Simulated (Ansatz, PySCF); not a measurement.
This PySCF input computes a PBE/def2-TZVPD energy:

```python
from pyscf import gto, scf, dft

mol = gto.M(
    atom='''
    F    -0.00000000   -0.00000000   -2.39460935
    Be   -0.00000000   -0.00000000   -1.02112806
    Be    0.00000000    0.00000000    1.02112806
    F     0.00000000    0.00000000    2.39460935
    ''',
    basis='def2-tzvpd',
    charge=0,
    spin=0,
    verbose=4,
)

mf = dft.RKS(mol, xc='pbe').density_fit(auxbasis='def2-universal-jkfit')
mf.grids.level = 3
mf.conv_tol = 1e-9
mf.max_cycle = 100
mf.max_memory = 1500
mf.kernel()
if not mf.converged:
    mf = mf.newton()
    mf.kernel(mf.make_rdm1())
mf.analyze()
```

Question: Write an input for the same energy in Ansatz (a quantum-chemistry and plane-wave program) and say what it gives.

Answer: 
Ansatz 0.2 input:
```yaml
crystal:
  periodic: [false, false, false]
  atoms:
    - {symbol: F, position_ang: [-0.00000000, -0.00000000, -2.39460935]}
    - {symbol: Be, position_ang: [-0.00000000, -0.00000000, -1.02112806]}
    - {symbol: Be, position_ang: [0.00000000, 0.00000000, 1.02112806]}
    - {symbol: F, position_ang: [0.00000000, 0.00000000, 2.39460935]}
basis:
  gaussian:
    orbitals: def2-TZVPD
hamiltonian:
  xc: {name: PBE}
output: {forces: true}
```
It gives -229.16989 Eh, and PySCF -229.16995 Eh, a difference of 0.06 mEh, from the treatment of integrals and grids.
